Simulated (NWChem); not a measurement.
System: SnHCl2F; SMILES [F][SnH]([Cl])[Cl]

Input file for NWChem:

```
start job
memory heap 200 mb stack 900 mb global 1100 mb
geometry units angstroms
  Sn     0.353484     0.270778     0.000000
  F      1.827479    -0.966680     0.000000
  Cl    -0.900982    -0.236485     1.886797
  Cl    -0.900982    -0.236485    -1.886797
  H      0.953100     1.857591     0.000000
end
basis spherical
  * library def2-svp
end
ecp
  Sn library def2-ecp
end
dft
  xc becke88 lyp
  iterations 150
end
driver
  maxiter 120
end
task dft optimize
dft
  grid fine
  convergence energy 1d-8 density 1d-7
end
task dft freq numerical
```

def2 effective core potentials on Sn; no spin-orbit coupling.

The level has its own optimisation; frequencies are unscaled.

Problem. Give the results of this calculation. (BLYP/def2-SVP with def2 effective core potentials on Sn.) Quantities: r F–Sn (Å); r Cl–Sn (Å); r H–Sn (Å); highest harmonic frequency (cm⁻¹); lowest (cm⁻¹); zero-point energy (kcal/mol).

Solution. 
| Quantity | Value |
|---|---|
| r F–Sn (Å) | 1.956 |
| r Cl–Sn (Å) | 2.367 |
| r H–Sn (Å) | 1.723 |
| highest harmonic frequency (cm⁻¹) | 1862 |
| lowest (cm⁻¹) | 105 |
| zero-point energy (kcal/mol) | 6.7 |
